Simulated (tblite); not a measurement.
Compound: C₆H₉Cl.
SMILES with atom numbers: `[CH3:1][CH2:2][C:3]1=[CH:4][C@H:5]([Cl:6])[CH2:7]1` (hydrogens: H8, H9, H10 on C1; H11, H12 on C2; H13 on C4; H14 on C5; H15, H16 on C7)

Computed with GFN2-xTB (tblite), gas phase: Langevin dynamics at 600 K from the optimised GFN2-xTB geometry, time step 0.5 fs, friction 0.01 fs⁻¹, 2000 steps. The instantaneous temperature is 2·E(kin)/(3Nk) with all 3N coordinates.

| t (fs) | T (K) | E(pot) above start (eV) | C1–C2 (Å) | C2–C3 (Å) | C3=C4 (Å) | C4–C5 (Å) | C5–Cl6 (Å) | C1–H8 (Å) | C1–C2–C3–C4 (°) |
| --- | --- | --- | --- | --- | --- | --- | --- | --- | --- |
| 0 | 488 | 0.000 | 1.530 | 1.483 | 1.335 | 1.498 | 1.783 | 1.087 | 120 |
| 25 | 297 | 0.493 | 1.545 | 1.496 | 1.322 | 1.492 | 1.713 | 1.111 | 123 |
| 50 | 353 | 0.749 | 1.553 | 1.503 | 1.352 | 1.464 | 1.819 | 1.062 | 112 |
| 75 | 410 | 0.943 | 1.586 | 1.497 | 1.338 | 1.513 | 1.767 | 1.130 | 98 |
| 100 | 623 | 0.793 | 1.604 | 1.521 | 1.301 | 1.453 | 1.817 | 1.095 | 75 |
| 125 | 611 | 0.921 | 1.557 | 1.513 | 1.361 | 1.457 | 1.784 | 1.076 | 66 |
| 150 | 486 | 1.167 | 1.504 | 1.495 | 1.359 | 1.459 | 1.849 | 1.110 | 90 |
| 175 | 559 | 1.046 | 1.497 | 1.512 | 1.323 | 1.477 | 1.772 | 1.086 | 96 |
| 200 | 498 | 1.013 | 1.588 | 1.478 | 1.316 | 1.505 | 1.800 | 1.083 | 101 |
| 225 | 564 | 0.927 | 1.579 | 1.549 | 1.334 | 1.535 | 1.758 | 1.141 | 61 |
| 250 | 430 | 1.309 | 1.540 | 1.417 | 1.346 | 1.536 | 1.793 | 1.138 | 67 |
| 275 | 525 | 1.027 | 1.540 | 1.435 | 1.356 | 1.502 | 1.766 | 1.078 | 92 |
| 300 | 512 | 0.949 | 1.486 | 1.438 | 1.310 | 1.529 | 1.702 | 1.066 | 87 |
| 325 | 411 | 0.727 | 1.487 | 1.521 | 1.311 | 1.580 | 1.801 | 1.055 | 101 |
| 350 | 542 | 0.809 | 1.540 | 1.485 | 1.351 | 1.524 | 1.812 | 1.114 | 121 |
| 375 | 440 | 0.649 | 1.561 | 1.504 | 1.371 | 1.417 | 1.805 | 1.077 | 144 |
| 400 | 430 | 0.874 | 1.569 | 1.547 | 1.322 | 1.444 | 1.783 | 1.055 | 141 |
| 425 | 574 | 1.061 | 1.576 | 1.553 | 1.306 | 1.504 | 1.792 | 1.070 | 161 |
| 450 | 376 | 1.431 | 1.511 | 1.474 | 1.354 | 1.574 | 1.712 | 1.135 | 169 |
| 475 | 535 | 1.215 | 1.508 | 1.488 | 1.358 | 1.581 | 1.873 | 1.099 | 170 |
| 500 | 611 | 0.965 | 1.556 | 1.492 | 1.310 | 1.546 | 1.725 | 1.051 | 168 |
| 525 | 738 | 1.004 | 1.633 | 1.446 | 1.319 | 1.496 | 1.732 | 1.063 | 165 |
| 550 | 700 | 1.393 | 1.589 | 1.425 | 1.371 | 1.432 | 1.928 | 1.133 | -170 |
| 575 | 700 | 1.093 | 1.523 | 1.500 | 1.360 | 1.525 | 1.723 | 1.103 | -152 |
| 600 | 607 | 1.322 | 1.488 | 1.572 | 1.286 | 1.494 | 1.901 | 1.071 | -163 |
| 625 | 716 | 0.782 | 1.545 | 1.511 | 1.344 | 1.454 | 1.731 | 1.105 | -164 |
| 650 | 500 | 1.108 | 1.589 | 1.491 | 1.395 | 1.478 | 1.871 | 1.120 | -149 |
| 675 | 554 | 0.876 | 1.566 | 1.469 | 1.337 | 1.564 | 1.844 | 1.064 | -131 |
| 700 | 659 | 0.878 | 1.473 | 1.489 | 1.275 | 1.575 | 1.737 | 1.080 | -130 |
| 725 | 801 | 0.778 | 1.510 | 1.427 | 1.357 | 1.473 | 1.834 | 1.133 | -112 |
| 750 | 509 | 1.332 | 1.651 | 1.468 | 1.372 | 1.468 | 1.782 | 1.096 | -108 |
| 775 | 661 | 1.066 | 1.528 | 1.453 | 1.306 | 1.523 | 1.859 | 1.036 | -90 |
| 800 | 506 | 1.261 | 1.472 | 1.524 | 1.323 | 1.546 | 1.772 | 1.128 | -61 |
| 825 | 719 | 0.935 | 1.593 | 1.465 | 1.341 | 1.548 | 1.793 | 1.134 | -63 |
| 850 | 566 | 1.324 | 1.644 | 1.530 | 1.357 | 1.439 | 1.752 | 1.030 | -67 |
| 875 | 754 | 1.133 | 1.528 | 1.512 | 1.392 | 1.465 | 1.814 | 1.022 | -48 |
| 900 | 686 | 1.365 | 1.522 | 1.426 | 1.354 | 1.591 | 1.792 | 1.141 | -38 |
| 925 | 648 | 1.311 | 1.590 | 1.506 | 1.288 | 1.611 | 1.766 | 1.148 | -67 |
| 950 | 705 | 0.905 | 1.533 | 1.476 | 1.348 | 1.579 | 1.754 | 1.072 | -60 |
| 975 | 520 | 0.965 | 1.566 | 1.458 | 1.390 | 1.478 | 1.844 | 1.017 | -39 |
| 1000 | 613 | 0.928 | 1.529 | 1.479 | 1.336 | 1.521 | 1.788 | 1.095 | -62 |

Problem. From 500 fs on, how do temperature and potential energy compare with equipartition?

Solution. The mean temperature of these 21 frames is 642 K against the target 600 K, and the mean potential energy 1.08 eV against 42 × kT/2 = 1.09 eV for 42 classical harmonic modes. For 16 atoms in a canonical ensemble the temperature itself scatters by T·√(2/(3N)) = 122 K; here its standard deviation is 87 K. The whole run lasts only 10 friction times of 100 fs, so these averages carry a wide statistical error.

Problem. What are the kinetic and total energies of the listed frame with the highest potential energy?

Solution. The one at 450 fs, 1.431 eV above the start. Its kinetic energy is 3NkT/2 = 0.779 eV at 376 K, so the sum is 2.21 eV; over the listed frames the sum runs from 1.01 to 2.84 eV, since the thermostat adds and removes energy.

Problem. How much do the listed bonds fluctuate from 500 fs on?

Solution. 
```
  bond  at the start (Å)  mean (Å)  standard deviation (Å)
 C1–C2             1.530     1.554                   0.051
 C2–C3             1.483     1.482                   0.036
 C3=C4             1.335     1.341                   0.034
 C4–C5             1.498     1.515                   0.051
C5–Cl6             1.783     1.797                   0.059
 C1–H8             1.087     1.088                   0.040
```

The motion is classical and holds no zero-point motion.

The cost below is that of the whole dynamics run. Time: 19 s of wall time; peak memory 0.18 GiB. Hardware: an Arm Neoverse N1 with one thread, no GPU (shared host).
